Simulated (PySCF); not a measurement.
# Identify the compound

The spectra below were simulated for a compound C5H12OSi2.

$^{1}$H NMR (500 MHz, computed): δ 6.33 (m, 1H), 6.03 (m, 1H), 5.56 (m, 1H), 5.28 (t, 2H), 4.56 (br s, 1H), 4.35 (br s, 1H), 4.18 (t, 3H), -0.09 (m, 2H).

$^{13}$C{$^{1}$H} NMR (computed): δ 164.0, 141.4, 123.6, 99.3, -5.6.

A single conformation, relativity neglected, in vacuum, one averaged value for each set of equivalent atoms. Shieldings: GIAO PBE0/pcSseg-1; structure optimised with GFN2-xTB; PySCF.

δ = σ(ref) − σ, references computed at the same level: $^{1}$H (31.72 ppm) and $^{13}$C (186.93 ppm) vs TMS.

Q: Propose a structure and justify it.

A: 
Rings plus π bonds: 2 (no ring in the answer). 5 carbon signals for 5 carbons: no two carbons are equivalent. Carbon types of the structure: 1 × C, 1 × CH, 3 × CH2, leaving 5 H on heteroatoms. δC 164.0: alkene carbon bearing oxygen; an sp2 carbon further deshielded by the attached heteroatom. δC 141.4: alkene CH; an sp2 carbon of a C=C bond. δC 123.6: terminal =CH2 carbon; an sp2 carbon of a C=C bond. δC 99.3: β carbon of an enol-ether or enamine type C=C; the O or N lone pair pushes π density onto this β carbon and shields it. δC -5.6: sp3 CH2 bonded to 2 Si; an electropositive neighbour leaves it electron-rich and shielded. δH 6.03, 5.56: hydrogen on a terminal =CH2 carbon; a vinylic proton, deshielded by the sp2 carbon and the C=C anisotropy. δH 4.56, 4.35: hydrogen on a β carbon of an enol-ether or enamine type C=C; lone-pair donation from O or N shields it, upfield of ordinary alkene protons.

The compound is SMILES C=CC(=C)O[SiH2]C[SiH3].

This is the structure that produced the data.

Shifts are as computed. Against solution values, carbons near 30 ppm lie about +3 ppm off and those near 130 ppm about +5 ppm. Of 1211 compounds with measured shifts, 218 miss one by over three times the rms of a fit or turn the order of signals round; such compounds aren't used in these exercises. No couplings were computed; multiplicities are counted from neighbouring protons, with m where these are inequivalent, close in shift, in a saturated or five-membered ring or joined by F or P, and br s for small geminal =CH2 splittings.
